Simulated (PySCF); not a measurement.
TPSS on P (phosphorus, neutral), [Ne] 3s1 3p3 3d1, high-spin 6D determinant (an excited configuration). Calculation: PySCF 2.14, in aug-cc-pV(T+d)Z; the non-relativistic Hamiltonian (point nucleus).

```
cycle= 1 E= -340.769259535229  delta_E= -0.00382  |g|= 0.023  |ddm|= 0.159
cycle= 2 E= -340.76934032993  delta_E= -8.08e-05  |g|= 0.00666  |ddm|= 0.0387
cycle= 3 E= -340.769346414176  delta_E= -6.08e-06  |g|= 9.28e-05  |ddm|= 0.00777
cycle= 4 E= -340.769346419982  delta_E= -5.81e-09  |g|= 3.58e-05  |ddm|= 0.000492
cycle= 5 E= -340.76934642091  delta_E= -9.29e-10  |g|= 4.68e-06  |ddm|= 0.000108
converged SCF energy = -340.76934642091  <S^2> = 8.750009  2S+1 = 6.000003
```

Highest occupied orbital energy: 0.593 eV; ⟨L²⟩ = 6.01; populations by l: s 5.00, p 9.00, d 1.00, f 0.00.

(1) Can this result be used?

Results:

(1) Not for this state. Self-consistency was reached. The outer electron is Rydberg-like, and this basis confines it to a smaller radius and binds it less than a complete one would. At TPSS the highest occupied level has a positive energy, so only the finite basis holds that electron; for this excited configuration the basis is too tight for the outer shell.
